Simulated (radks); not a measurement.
The numbers below are computed, except where a source is named.
Question: Species: Pt27+. Configuration: [Kr] 4d10 4f5. Level of theory: scalar-relativistic Kohn-Sham, LDA (Slater exchange, VWN5 correlation), spin-polarised, spherical densities, finite nucleus; open shells are filled with parallel spins first (spin-orbit coupling, left out, can overturn this in heavy ions); Fermi nuclear charge, rms radius 5.427 fm (a radial shooting solver on a logarithmic mesh with Libxc functionals). Some entries of the table are withheld. Estimate them.

orbital  occ.  eigenvalue (eV)  r(max) (bohr)  <r> (bohr)
1s down     1        -79221.46        0.01063     0.01716
1s up       1        -79221.44        0.01063     0.01716
2s up       1        -14653.18        0.06128     0.07242
2s down     1        -14652.86        0.06128     0.07241
2p up       3        -12826.47        0.05060     0.06526
2p down     3        -12826.23        0.05060     0.06525
3s up       1        -4123.944         0.1727      0.1870
3s down     1        -4118.271         0.1726      0.1868
3p up       3        -3591.284         0.1717      0.1878
3p down     3        -3585.570         0.1716      0.1876
3d up       5        -3012.710         0.1398      0.1700
3d down     5        -3008.246         0.1396      0.1698
4s up       1        -1525.579         0.3826      0.3997
4s down     1        -1517.159         0.3828      0.4002
4p up       3        -1341.730         0.3993      0.4191
4p down     3        -1333.692         0.3995      0.4197
4d up       5              (1)         0.4003      0.4288
4d down     5              (2)         0.4007      0.4297
4f up       5        -885.2934         0.3471      0.4166
4f down     0        -876.5995         0.3478      0.4181
5s up       0        -763.3948         0.7449         (3)
5s down     0        -759.2735         0.7467         (4)
5p up       0        -690.7755         0.7899      0.7901
5p down     0        -687.0346         0.7922      0.7928

Answer: 
(1) 4d up eigenvalue (eV): -1122.095
(2) 4d down eigenvalue (eV): -1114.197
(3) 5s up <r> (bohr): 0.7470
(4) 5s down <r> (bohr): 0.7493
